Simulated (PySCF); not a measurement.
# Excitation energy of N by level of theory

N [He] 2s2 2p3 (4S) → N [He] 2s1 2p4 (4P), as a difference of total energies. Computed with PySCF 2.14 in x2c-TZVPPall with one added diffuse shell each of s, p, d type (6s4p3d1f, 40 functions), with scalar relativity by spin-free X2C-1e. Correlated levels: valence and next inner shell: nothing frozen. The calculations carry no spin-orbit coupling.

**Question.** Order these methods by the excitation energy they give, lowest first.
A. CCSD(T) (valence and next inner shell)
B. UHF
C. CCSD (valence and next inner shell)
D. SCS-MP2 (valence and next inner shell)

**Answer.** A (10.801 eV), C (10.863 eV), B (10.905 eV), D (11.051 eV).

Errors of the correlated levels include the incompleteness of this basis.

For comparison: 10.927 eV (measured; NIST levels, between the centres of gravity of the two terms).
